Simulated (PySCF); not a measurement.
Computed IR spectrum (relative IR intensity) of a molecule C4H3Cl2F. Coordinates come from a TPSSh-D3(BJ)/def2-SVP optimisation. Other conformers were not sampled. Calculation: TPSSh-D3(BJ)/def2-SVP run with PySCF. Frequencies are harmonic and unscaled.

Lines under 2 % of the strongest are left out, and lines within 2 cm⁻¹ are merged.

```
ν (cm⁻¹)  relative intensity
--------  ------------------
337                      6.8
382                      9.2
476                       12
545                       14
723                       61
768                       87
784                       26
886                       23
1056                      29
1106                     100
1142                      28
1214                      33
1329                      17
1435                      50
2062                     4.8
3134                     5.2
3198                     3.4
```

**Question.** Which structure fits?
(A) C=C(Cl)/C(F)=C\Cl
(B) F[C@@H](Cl)C=C=CCl
(C) C=C=CC(F)(Cl)Cl
(D) FC(Cl)=C=CCCl

**Answer.** B, F[C@@H](Cl)C=C=CCl
